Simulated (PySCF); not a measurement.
## Electron correlation in Xe⁺ (xenon, charge +1)

[Kr] 4d10 5s2 5p5, 2P determinant. Calculation: PySCF 2.14, in cc-pVDZ-PP with ECP28MDF (4s3p2d, 23 functions); scalar relativity through the core potential. Frozen: 4s2 4p6 4d10; 7 electrons correlated.

MP2 pair energies summed by pair of shells (mhartree):

| pair | energy | share (%) |
| --- | --- | --- |
| 5p-5p | -54.07 | 69.0 |
| 5s-5p | -20.23 | 25.8 |
| 5s-5s | -4.05 | 5.2 |

Total MP2 correlation energy: -78.35 mhartree.

Same-spin part -20.28 and opposite-spin part -58.07 mhartree; SCS-MP2 scales them by 1/3 and 6/5 to -76.44 mhartree.

```csv
level,correlation energy (mhartree)
CCSD,-90.58
(T),-0.72
CCSD(T),-91.30
```

Diagnostics: T1 = 0.0053, D1 = 0.0171, largest double amplitude 0.049.

Cost of the coupled-cluster step: 0.1 s of wall time on 1 thread of Neoverse-V1 (shared host), for 7 correlated electrons.

Iterations:

```
CC2 = 0
CCSD nocc = (np.int64(4), np.int64(3)), nmo = (14, 14)
frozen orbitals [[0, 1, 2, 3, 4, 5, 6, 7, 8], [0, 1, 2, 3, 4, 5, 6, 7, 8]]
max_cycle = 100
direct = 0
conv_tol = 1e-08
conv_tol_normt = 1e-06
diis_space = 8
diis_start_cycle = 0
Init t2, MP2 energy = -0.0783469967674275
Init E_corr(UCCSD) = -0.0783469967707242
cycle = 1  E_corr(UCCSD) = -0.0881551003449495  dE = -0.00980810357  norm(t1,t2) = 0.0305027
cycle = 2  E_corr(UCCSD) = -0.089889249130536  dE = -0.00173414879  norm(t1,t2) = 0.00900139
cycle = 3  E_corr(UCCSD) = -0.0905885640266384  dE = -0.000699314896  norm(t1,t2) = 0.00327562
cycle = 4  E_corr(UCCSD) = -0.0905771122355037  dE = 1.14517911e-05  norm(t1,t2) = 0.000273599
cycle = 5  E_corr(UCCSD) = -0.0905787861724552  dE = -1.67393695e-06  norm(t1,t2) = 5.63967e-05
cycle = 6  E_corr(UCCSD) = -0.090578582621091  dE = 2.03551364e-07  norm(t1,t2) = 9.16135e-06
cycle = 7  E_corr(UCCSD) = -0.0905786240520157  dE = -4.14309247e-08  norm(t1,t2) = 1.67087e-06
cycle = 8  E_corr(UCCSD) = -0.0905786143055691  dE = 9.74644666e-09  norm(t1,t2) = 2.88502e-07
UCCSD converged
E(UCCSD) = -327.955523427145  E_corr = -0.09057861430556909
UCCSD(T) correction = -0.000722139604473088
```
